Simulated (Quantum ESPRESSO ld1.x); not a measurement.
Au44+, configuration [Ar] 3d10 4s2 4p5.

Method: Dirac Kohn-Sham, LDA (Slater exchange, VWN5 correlation), spin-unpolarised, spherical densities, point nucleus; open shells are shared between the two j in proportion to 2j + 1; speed of light set to 685.18 atomic units (5 times the physical value, a model run); computed with ld1.x of Quantum ESPRESSO 7.5.

Energy parts (eV):
total: -451825
kinetic: 453903
electron-nucleus: -993052
Hartree: 94073
exchange-correlation: -6749

Orbitals (lengths in bohr, moments of r in powers of bohr):
orbital     occ.  eigenvalue (eV)      <r>       <r^4>  small-component weight
1s1/2          2         -75423.2  0.01909   6.004e-07                3.28e-03
2s1/2          2         -14394.3  0.08028  0.00009565                7.30e-04
2p1/2          2         -13928.6  0.06777  0.00005973                7.34e-04
2p3/2          4         -13869.6  0.06808  0.00006062                7.31e-04
3s1/2          2         -4914.55   0.1997    0.003022                2.54e-04
3p1/2          2         -4700.97   0.1898    0.002643                2.52e-04
3p3/2          4         -4687.65   0.1903    0.002670                2.51e-04
3d3/2          4         -4297.23   0.1657    0.001732                2.46e-04
3d5/2          6         -4293.66   0.1659    0.001738                2.46e-04
4s1/2          2         -2364.91   0.3923     0.04096                1.14e-04
4p1/2    1.66667         -2270.68   0.3879     0.04031                1.11e-04
4p3/2    3.33333         -2266.27   0.3886     0.04061                1.11e-04

The highest occupied level is 4p3/2 at -2266.3 eV. The density falls to 0.001 e/bohr^3 at r = 0.98 bohr.
